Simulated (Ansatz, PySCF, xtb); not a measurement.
Reaction (SMILES): C[SiH](C)[SiH3] + 3 [H][H] (H2) → 2 C (CH4) + 2 [SiH4] (SiH4)
Geometries: B3LYP-D3(BJ)/def2-TZVP minima from Ansatz (a first-principles code). Frequencies are from Ansatz or PySCF.

Property: energy of full hydrogenation (enthalpy at 298 K, with B3LYP-D3(BJ) rigid-rotor harmonic-oscillator terms), in kcal/mol. Correlated levels leave the core frozen unless marked. Spin-orbit coupling is left out. No relativistic terms. CBS marks a two-point X^-3 extrapolation of the correlation energy; Hartree-Fock from the larger set.

```tsv
level	program	energy of full hydrogenation (kcal/mol)
GFN2-xTB	xtb	-69.1
revPBE-D4/def2-TZVPD	Ansatz + dftd4	-4.0
B3LYP-D4/def2-TZVPD	Ansatz + dftd4	-12.7
PBE0/6-31G*	Ansatz	-15.5
CAM-B3LYP-D3(BJ)/def2-TZVPD	Ansatz + dftd3	-15.6
LC-wPBE-D4/def2-TZVPD	Ansatz + dftd4	-9.2
LC-wPBE/def2-TZVPD	Ansatz	-13.5
wB97M-V/def2-TZVPD	Ansatz	-12.3
B2GP-PLYP/def2-TZVPD	Ansatz	-14.7
B2PLYP-D3(BJ)/def2-TZVPD	Ansatz + dftd3	-11.9
MP2/aug-cc-pV(D+d)Z	Ansatz	-14.1
MP2/cc-pV(D+d)Z	Ansatz	-17.0
MP2/aug-cc-pV(T+d)Z	Ansatz	-9.1
MP2/cc-pV(Q+d)Z	Ansatz	-9.5
SCS-MP2/STO-3G	Ansatz	-7.5
SCS-MP2/6-31G	Ansatz	-8.0
CCSD/STO-3G	Ansatz	-6.4
CCSD/6-31G*	Ansatz	-11.0
CCSD/aug-cc-pV(D+d)Z	Ansatz	-19.9
CCSD(T)/6-31G	Ansatz	-5.6
CCSD(T)/CBS(cc-pV(T+d)Z,cc-pV(Q+d)Z)	Ansatz	-10.9
```
